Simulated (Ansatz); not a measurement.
Input for Ansatz (a program for electronic structure): R-PBE/def2-TZVPP on C2H8OSi (SMILES OCC[SiH3]), atoms moved off the minimum.

Ansatz 0.2 input:
```yaml
crystal:
  periodic: [false, false, false]
  atoms:
    - {symbol: O, position_ang: [2.20863752, -0.89160733, 0.18741026]}
    - {symbol: C, position_ang: [0.92497364, -0.57872162, 0.60426632]}
    - {symbol: C, position_ang: [0.20541161, 0.29844165, -0.48210933]}
    - {symbol: Si, position_ang: [-1.64019280, 0.61560327, -0.12850070]}
    - {symbol: H, position_ang: [2.71679420, -0.09207726, 0.20300520]}
    - {symbol: H, position_ang: [0.38746227, -1.59874395, 0.54137937]}
    - {symbol: H, position_ang: [0.84319290, -0.19175760, 1.47789003]}
    - {symbol: H, position_ang: [0.30396172, -0.12746217, -1.50091099]}
    - {symbol: H, position_ang: [0.68616039, 1.27858667, -0.50780868]}
    - {symbol: H, position_ang: [-1.87011272, 1.17664728, 1.17439346]}
    - {symbol: H, position_ang: [-2.17615932, 1.43746542, -1.21602854]}
    - {symbol: H, position_ang: [-2.39736581, -0.72440384, -0.21461965]}
basis:
  gaussian:
    orbitals: def2-TZVPP
hamiltonian:
  xc: {name: PBE}
scf: {lower_state_search: off}
output: {forces: true}
```

The head of its log:

```
WARN ansatz: RAYON_NUM_THREADS=4 ignored (pool sized by the plan → 4); use --threads N
Functional definition: PBE
these checks for a lower state are left out or cut short: stability, starts, cluster_reference, orbital_swaps, neighbouring_geometries, increment
integrals: 0.16 GiB planned
1271 factors; their error is unknown
mean field: 1.22 GiB planned
mean field evaluation 1: about -12108.8618 eV, gradient 7.4e1 eV
mean field evaluation 2: about -12074.2106 eV, gradient 1.4e2 eV
```

What total energy does the run end on?

-445.4268 hartree.
